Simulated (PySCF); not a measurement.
**Dipole moment and polarisability of `C#C[C@]1(CF)[C@@H]2C[C@@H]21`**

Species: C7H7F.
Numbering: `[CH:1]#[C:2][C@:3]1([CH2:4][F:5])[C@@H:6]2[CH2:7][C@H:8]12` (hydrogens: H9 on C1; H10, H11 on C4; H12 on C6; H13, H14 on C7; H15 on C8)

Structure used (GFN2-xTB), in Å, numbered top down from 1:
```
atom  x, y, z in Å
C1     2.2135    0.3317   -1.4343
C2     1.2583    0.2985   -0.7122
C3     0.1148    0.2758    0.1581
C4     0.1489    1.4225    1.1587
F5    -0.9500    1.3964    1.9794
C6    -0.4874   -1.0302    0.6072
C7    -0.8180   -1.5531   -0.7547
C8    -1.2299   -0.1730   -0.3514
H9     3.0484    0.3538   -2.0688
H10    0.1425    2.3901    0.6441
H11    1.0334    1.3529    1.8025
H12   -0.6817   -1.4007    1.5903
H13   -0.0243   -1.6795   -1.4811
H14   -1.5977   -2.3011   -0.8199
H15   -2.1753    0.3240   -0.3398
```

Level: CAM-B3LYP/def2-SVPD (PySCF), static field, nuclei fixed, core orbitals frozen in the response. The polarisability tensor in these axes (au):

```
x    81.85   6.73 -10.72
y     6.73  70.30   3.60
z   -10.72   3.60  72.08
```

Question: Diagonalise the tensor; give its mean and Δα, where Δα² is half the sum of the squared differences of the eigenvalues.

Answer: Principal values 60.44, 74.25 and 89.54 au; mean 74.74 au = 11.08 Å³ = 12.32 × 10⁻⁴⁰ C²·m²/J; Δα = 25.21 au (34 % of the mean).

Question: What is the dipole moment, and where does it point?

Answer: (0.36, -0.33, -0.57) D, 0.75 D in size, pointing from the negative to the positive side. Measured along this direction, the outermost atoms are F5 at the negative end and H9 at the positive end.

Question: Molar refractivity from α?

Answer: Lorentz–Lorenz: R = (4π/3)N_A α = 2.5225 cm³/(mol·Å³) × 11.08 Å³ = 27.9 cm³/mol, in the limit of long wavelengths.

Question: Give the eigenvalues of the traceless quadrupole moment Θ = ½Σq(3rr − r²1), origin at the centre of nuclear charge.

Answer: -4.62, -1.27, 5.89 D·Å. The values depend on the origin, since the dipole doesn't vanish. The electronic extent ⟨r²⟩ about the same centre is 910 bohr², a root-mean-square distance of 2.10 Å for the 58 electrons.

Question: What depolarisation ratio follows for Rayleigh scattering of linearly polarised light, taking the static tensor?

Answer: ρ = 3Δα²/(45ᾱ² + 4Δα²) = 1906.6/(251389 + 2542.1) = 0.00751.

Question: Sum over states: ᾱ = Σ f/ω², ω in Eh. What share falls to these 8 lowest TDDFT singlets (eV, f)? 6.38, 0.0000; 6.76, 0.0127; 6.91, 0.0001; 7.59, 0.0463; 7.63, 0.0128; 7.82, 0.0003; 7.86, 0.0332; 8.03, 0.0285.

Answer: They add up to 1.69 au, 2.3 % of the 74.74 au; the largest single term is 0.60 au, from the state at 7.59 eV. Terms in order: 0.00, 0.21, 0.00, 0.60, 0.16, 0.00, 0.40, 0.33 au. Higher excitations give the rest. The strengths listed sum to 0.134.

Question: Find the Langevin capture rate constant for NO+ (29.998 u) meeting this molecule (110.053 u), k = 2.342 × 10⁻⁹ cm³/s × √(α in Å³ / reduced mass in u).

Answer: The reduced mass is 23.57 u, so k = 1.61 × 10⁻⁹ cm³/s. The formula leaves out the permanent dipole, which adds to the capture rate.

Geometry: GFN2-xTB, one conformer, isolated molecule.

These values come from a run that also computed excited states. Time: 1.8 min (with the writing of density and orbital grids); peak memory 0.99 GiB. Hardware: one thread, Arm Neoverse N1 (aarch64), on a shared host.
